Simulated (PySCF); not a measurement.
GaBr2, SMILES [Br][Ga+][Br], charge +1. The structure is a stationary point at ωB97X-D3(BJ)/def2-SVP. The multiplicity is an assumed one; no other spin state was optimised. The isomer is the one that the SMILES or the coordinates give; other isomers of the formula were not compared.

Method: ωB97X-D3(BJ)/def2-SVP (PySCF).

Harmonic wavenumbers (cm⁻¹): 92, 92, 264, 483. Rotational constants (GHz): 0.6746 (linear); symmetry number 2.

### Question
Work out the zero-point energy and the ideal-gas rigid-rotor harmonic-oscillator thermochemistry at 298.15 K and 1 atm.

### Answer
ZPE = ½ Σ hcν = ½ × 931 cm⁻¹ = 1.33 kcal/mol. H − E(el) = 4.79 kcal/mol. Entropy in cal/(mol K): translation 42.19, rotation 18.75, vibration 9.58, total 70.52. G − E(el) = -16.24 kcal/mol. Cp = 13.89 cal/(mol K). Modes under 150 cm⁻¹ make the vibrational entropy uncertain.
